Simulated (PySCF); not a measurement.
## Electron correlation in Ta²⁺ (tantalum, charge +2)

[Xe] 4f14 5d3, high-spin 4F determinant. All numbers are calculated (PySCF 2.14, a scalar-relativistic core potential, in def2-QZVPPD with the def2 core potential (60 electrons) (7s6p4d3f2g, 84 functions)). Frozen: 5s2 5p6; 3 electrons correlated.

```
  level  correlation energy (mhartree)
   CCSD                         -17.57
    (T)                          -0.10
CCSD(T)                         -17.67
```

Diagnostics: T1 = 0.0013, D1 = 0.0018, largest double amplitude 0.016.

Spin-orbit coupling, absent here, splits the open shell strongly.

Cost of the coupled-cluster step: of the order of 9 core-seconds, for 3 correlated electrons.

Iterations:

```
CC2 = 0
CCSD nocc = (np.int64(3), np.int64(0)), nmo = (80, 80)
frozen orbitals [[0, 1, 2, 3], [0, 1, 2, 3]]
max_cycle = 100
direct = 0
conv_tol = 1e-08
conv_tol_normt = 1e-06
diis_space = 8
diis_start_cycle = 0
Init t2, MP2 energy = -0.0143927149338169
Init E_corr(UCCSD) = -0.0143927149338302
cycle = 1  E_corr(UCCSD) = -0.016882672858495  dE = -0.00248995792  norm(t1,t2) = 0.014879
cycle = 2  E_corr(UCCSD) = -0.0173876282242139  dE = -0.000504955366  norm(t1,t2) = 0.00450756
cycle = 3  E_corr(UCCSD) = -0.0175803886658454  dE = -0.000192760442  norm(t1,t2) = 0.00185719
cycle = 4  E_corr(UCCSD) = -0.0175676716332279  dE = 1.27170326e-05  norm(t1,t2) = 0.000415051
cycle = 5  E_corr(UCCSD) = -0.0175685867366682  dE = -9.1510344e-07  norm(t1,t2) = 6.39047e-05
cycle = 6  E_corr(UCCSD) = -0.0175685612651648  dE = 2.54715034e-08  norm(t1,t2) = 1.08125e-05
cycle = 7  E_corr(UCCSD) = -0.0175685905843449  dE = -2.93191801e-08  norm(t1,t2) = 2.64694e-06
cycle = 8  E_corr(UCCSD) = -0.0175685811486741  dE = 9.43567086e-09  norm(t1,t2) = 2.3482e-07
UCCSD converged
E(UCCSD) = -55.58121351500554  E_corr = -0.01756858114867408
UCCSD(T) correction = -0.000101166668884873
```
